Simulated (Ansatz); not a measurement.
Frontier orbitals of `C[NH][Al]([CH3])[F]`.

```xyz
12

C     0.734    1.341   -1.107
N     0.546   -0.092   -1.174
Al   -0.187   -1.167    0.016
C    -0.911   -0.593    1.719
F    -0.232   -2.768   -0.404
H     1.792    1.626   -1.158
H     0.208    1.870   -1.910
H     0.345    1.727   -0.162
H     0.898   -0.481   -2.036
H    -1.976   -0.836    1.791
H    -0.803    0.482    1.879
H    -0.414   -1.107    2.547
```

Total charge 0; spin multiplicity 1. Geometry: relaxed with PBE0-D4/def2-TZVP. It is one conformer, not always the lowest. Basis def2-TZVPP, Ansatz.

Orbital energies of one run (eV). Highest occupied ones, from the top: -6.26, -8.01, -9.39, -10.13, -10.23, -10.51, -10.61, -11.15, -11.28, -11.87, -12.86, -17.76, -18.51, -23.46. Empty: 0.01, 0.29, 1.49, 1.77, 2.69, 3.15.

(1) Which functional gave them?
A. LC-ωPBE
B. BLYP
C. r2SCANh
D. ωB97X-V

## Answers

(1) C. HOMO energies: r2SCANh -6.26, BLYP -5.40, ωB97X-V -9.29, LC-ωPBE -9.65 eV.

LC-ωPBE has ω = 0.4 bohr⁻¹.
